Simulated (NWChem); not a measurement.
System: PbHOBr, singlet; SMILES [Br][Pb][OH]

```xyz
4

Pb     0.2196     0.6916     0.0000
Br    -0.0342    -1.9289     0.0000
O     -1.8456     1.0948     0.0000
H     -2.0444     2.0403     0.0000
```
Atoms are numbered in this order, from 1.

Results from NWChem. Medium grid unless said otherwise, to which SCAN and Minnesota functionals are sensitive. Low-valent species are run as closed-shell singlets; no triplet was tried in these runs. Coordinates come from a PBE0/def2-SVP optimisation. def2 effective core potentials on Pb; no spin-orbit coupling. Total energies of different functionals are on different scales.

```csv
level,energy (Ha),highest occupied level (eV),orbital gap (eV),dipole (D)
B3LYP/def2-SVP,-2842.6464,-7.08,4.33,5.04
PBE/def2-SVP,-2842.1205,-6.13,3.01,4.77
TPSSh/def2-SVP,-2842.4088,-6.71,3.87,5.14
HCTH/407/def2-SVP,-2844.4923,-6.24,3.03,4.91
r2SCAN0/def2-SVP,-2842.5188,-7.58,5.06,5.41
KT2/def2-SVP,-2854.4153,-6.24,3.01,[?]
RPBE/def2-SVP,-2842.4839,-6.07,3.03,4.81
```

### Question
Complete the blanks.

### Answer

- KT2/def2-SVP, dipole (D): 4.69
